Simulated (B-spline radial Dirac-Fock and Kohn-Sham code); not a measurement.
**Atomic SCF run for Te⁵⁺**

ΔSCF core binding energies without Breit or QED terms, calculated with a B-spline atomic structure program. Keys: rel is the Hamiltonian (dirac, or spin-free x2c and nr, where L3 and M5 stand for the whole 2p and 3d shells), method is hf or an exchange,correlation pair (spin-unpolarised, also for the hole states), nuc the nuclear model, radius_factor scales its radius, rmax is the box in bohr, h the logarithmic mesh step, order the B-spline order, points the quadrature points per cell, c_factor scales the speed of light, and damp, ndamp, maxit and tol steer the iteration. The run stops when the commutator error falls below 10·tol·max(1, Z/10), or the numerical noise floor, and the energy has settled to about 1e-8 Ha; the virial ratio is −V/T.

Input (task.json):

```json
{"items": [{"Z": 52, "q": 5, "cfg": [[1, 0, 2], [2, 0, 2], [2, 1, 6], [3, 0, 2], [3, 1, 6], [3, 2, 10], [4, 0, 2], [4, 1, 6], [4, 2, 10], [5, 0, 1]], "A": 130, "rrms": 4.7423, "do": "settings", "holes": ["K", "L3", "M5"],
  "settings": [{"rel": "dirac", "method": "hf", "nuc": "fermi", "radius_factor": 1.0, "rmax": 45.0, "h": 0.3, "order": 4, "points": 10, "c_factor": 1.0, "maxit": 79, "damp": 0.5, "ndamp": 3, "tol": 1e-08}]}]}
```

Command: `python xray2_run.py task.json out`

Ground-state iterations:

```
iter   energy (Ha)        error
   1    -6768.03562048  1.76e+00
   2    -6783.35704250  6.99e-01
   3    -6787.93611154  2.11e-01
   4    -6788.32075266  5.85e-02
   5    -6788.34829723  2.59e-02
   6    -6788.35469145  1.58e-03
   7    -6788.35471269  8.38e-05
   8    -6788.35471286  1.99e-05
   9    -6788.35471286  1.20e-06
  10    -6788.35471286  5.63e-08
```

The ground state converged in 10 iterations, with total energy -6788.35471 Ha, virial ratio 1.94554 and highest orbital energy -69.16 eV. ΔSCF binding energies: K (1s) 31993.8 eV, L3 (2p3/2) 4421.5 eV, M5 (3d5/2) 643.4 eV.

Task: One setting is unsound. Which, and why?

Result: order is too low for an accurate radial basis. With the default settings (Dirac Hartree-Fock): The ground state converged in 10 iterations, with total energy -6788.38473 Ha, virial ratio 1.94554 and highest orbital energy -69.17 eV. ΔSCF binding energies: K (1s) 31993.8 eV, L3 (2p3/2) 4421.5 eV, M5 (3d5/2) 643.4 eV.
